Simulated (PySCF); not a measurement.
C3H4BNO2, SMILES O=CB(O)CC#N. Atoms are numbered in the order given.

```xyz
11

N      0.9071     2.7703     0.0000
C      0.0258     2.0177     0.0000
C     -1.0377     1.0206     0.0000
B     -0.5198    -0.4783     0.0000
O     -1.4027    -1.4835     0.0000
C      1.0268    -0.9635     0.0000
O      1.2218    -2.1669     0.0000
H     -1.6890     1.1698    -0.8800
H     -1.6890     1.1698     0.8800
H     -0.9078    -2.3287     0.0000
H      1.8932    -0.2567     0.0000
```
Charge 0, spin multiplicity 1.

Geometry: B3LYP-D3(BJ)/def2-SVP. This is a generated structure with no PubChem entry under its InChIKey; it may be hypothetical. One conformer was computed; it need not be the lowest.

Two levels are set side by side: PBE/pcSseg-1 (PySCF) and PBE0/pcSseg-1 (PySCF). GIAO shifts against BF3 (¹¹B), H2O (¹⁷O), NH3 (¹⁵N), TMS (¹H), TMS (¹³C) at the same level; non-relativistic, no solvent, atoms listed together averaged. Differences are taken from unrounded values.

```tsv
quantity	PBE0	PBE	PBE minus PBE0
δ(¹⁵N) of N1 (ppm)	308.2	304.5	-3.7
δ(¹³C) of C2 (ppm)	124.5	119.6	-4.9
δ(¹³C) of C3 (ppm)	8.2	8.7	0.5
δ(¹¹B) of B4 (ppm)	17.5	15.9	-1.6
δ(¹⁷O) of O5 (ppm)	185.1	201.0	15.9
δ(¹³C) of C6 (ppm)	239.8	239.2	-0.6
δ(¹⁷O) of O7 (ppm)	888.9	874.6	-14.4
δ(¹H) of H8, H9 (ppm)	2.46	2.47	0.01
δ(¹H) of H10 (ppm)	7.95	8.05	0.10
δ(¹H) of H11 (ppm)	11.70	11.91	0.21
```

Rough cost on one machine, each run with all the roots and properties that it gave: PBE0 against PBE within a factor of 2.
